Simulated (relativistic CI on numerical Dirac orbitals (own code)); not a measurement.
**Au2+: 5d valence photoemission**

Computed with this model: Dirac-Coulomb-Breit CI, KLI orbitals optimised for each configuration, model QED (radiative potential, 1s self-energy scaled to tabulated hydrogen-like ionisation energies), valence Slater integrals scaled by 0.8, multiplet model of photoemission in the sudden approximation; configurations [Xe] 4f14 5d9 → [Xe] 4f14 5d8; 80 K; Lorentzian 0.21 eV and Gaussian 0.5 eV FWHM. Energies are those of the free ion, without screening or charge transfer. The energies are binding energies and can lie tens of eV above those of solids. S is read from ⟨S²⟩ = S(S + 1).

Field parameters in Wybourne normalisation: Td as Oh with Dq negative (B⁴₀ = 21Dq, B⁴₄ = √(5/14) B⁴₀). The field is a parameter set, without covalency.

Computed curve for Td, 10Dq = -15400 cm⁻¹, scaled to 100 at the maximum (points under 2 are left out and the grid is thinned):

| Energy (eV) | Intensity |
| --- | --- |
| 28.9 | 2.1 |
| 29.0 | 2.4 |
| 29.1 | 2.7 |
| 29.3 | 3.9 |
| 29.4 | 5.0 |
| 29.5 | 6.7 |
| 29.6 | 9.6 |
| 29.7 | 14.5 |
| 29.8 | 22.2 |
| 30.0 | 46.7 |
| 30.1 | 61.5 |
| 30.2 | 76.1 |
| 30.3 | 88.6 |
| 30.4 | 97.1 |
| 30.5 | 100.0 |
| 30.7 | 90.7 |
| 30.8 | 82.8 |
| 30.9 | 75.4 |
| 31.0 | 69.0 |
| 31.1 | 62.8 |
| 31.2 | 56.4 |
| 31.4 | 46.9 |
| 31.5 | 46.3 |
| 31.6 | 47.3 |
| 31.7 | 47.4 |
| 31.8 | 44.6 |
| 31.9 | 39.6 |
| 32.1 | 29.5 |
| 32.2 | 26.2 |
| 32.3 | 24.5 |
| 32.4 | 25.2 |
| 32.5 | 29.6 |
| 32.6 | 37.9 |
| 32.8 | 59.5 |
| 32.9 | 66.6 |
| 33.0 | 68.3 |
| 33.1 | 65.2 |
| 33.2 | 59.4 |
| 33.3 | 53.6 |
| 33.5 | 51.3 |
| 33.6 | 56.3 |
| 33.7 | 63.6 |
| 33.8 | 69.6 |
| 33.9 | 71.4 |
| 34.0 | 68.2 |
| 34.2 | 54.6 |
| 34.3 | 47.6 |
| 34.4 | 40.8 |
| 34.5 | 34.0 |
| 34.6 | 27.9 |
| 34.7 | 23.1 |
| 34.9 | 16.8 |
| 35.0 | 13.9 |
| 35.1 | 10.8 |
| 35.2 | 7.9 |
| 35.3 | 5.7 |
| 35.4 | 4.3 |
| 35.6 | 2.9 |
| 35.7 | 2.6 |
| 35.8 | 2.3 |

The ground state has S = 0.50, and the centroid lies at 32.15 eV.
